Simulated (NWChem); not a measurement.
System: MoH₂SO₃; SMILES [O]=[Mo]([OH])([OH])=[S]

Here is an NWChem input.

```
start job
memory heap 200 mb stack 900 mb global 1100 mb
geometry units angstroms noautosym
  Mo    -0.105295    -0.177205     0.003832
  O      1.465572    -0.807244    -0.002331
  S      0.083382     1.959473    -0.010778
  O     -1.035270    -0.743909    -1.522713
  H     -0.683157    -0.683289    -2.491325
  O     -1.051754    -0.712012     1.536824
  H     -0.605672    -1.283289     2.273767
end
basis spherical
  * library def2-svp
end
ecp
  Mo library def2-ecp
end
dft
  xc xpbe96 cpbe96
  disp vdw 4
  grid fine
  iterations 150
end
driver
  maxiter 120
  tight
end
task dft optimize
dft
  grid fine
  convergence energy 1d-8 density 1d-7
end
task dft freq numerical
```

def2 effective core potentials on Mo; no spin-orbit coupling.

The level has its own optimisation; frequencies are unscaled. Brackets give each atom's bonded neighbours.

Q: What results follow from this input? (PBE-D3(BJ)/def2-SVP with def2 effective core potentials on Mo.) Quantities: r Mo–O [Mo(OOOS)–O(Mo)] (Å); r Mo–S (Å); r H–O (Å); highest harmonic frequency (cm⁻¹); lowest (cm⁻¹); zero-point energy (kcal/mol).

A: 
```json
{
 "r Mo–O [Mo(OOOS)–O(Mo)] (Å)": "1.693",
 "r Mo–S (Å)": "2.141",
 "r H–O (Å)": "0.977",
 "highest harmonic frequency (cm⁻¹)": "3726",
 "lowest (cm⁻¹)": "181",
 "zero-point energy (kcal/mol)": "19.0"
}
```
